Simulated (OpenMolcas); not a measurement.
Ti3+ (d1) among equal point charges was computed by CASSCF with the d shell active (OpenMolcas, ANO-RCC-VDZP on the metal). Its lowest spin-free states, and all those of the highest spin:

| 2S+1 | Degeneracy | E (cm-1) |
| --- | --- | --- |
| 2 | 2 | 0.0 |
| 2 | 2 | 3963 |
| 2 | 1 | 6812 |

Q: Is the site octahedral, tetrahedral or cube-like, axial, or of lower symmetry?

A: The states with 2S+1 = 2 have orbital degeneracies 2, 2, 1. There are pairs but no triples, so the site is axial: not cubic, but with a proper or improper axis of order three or more. The run had Ti3+ among 2 point charges of -0.65 e arranged as a linear pair (D∞h), 1.88 Å from the ion.

This is an electrostatic model: the charges have no orbitals. No measured value stands beside these numbers.
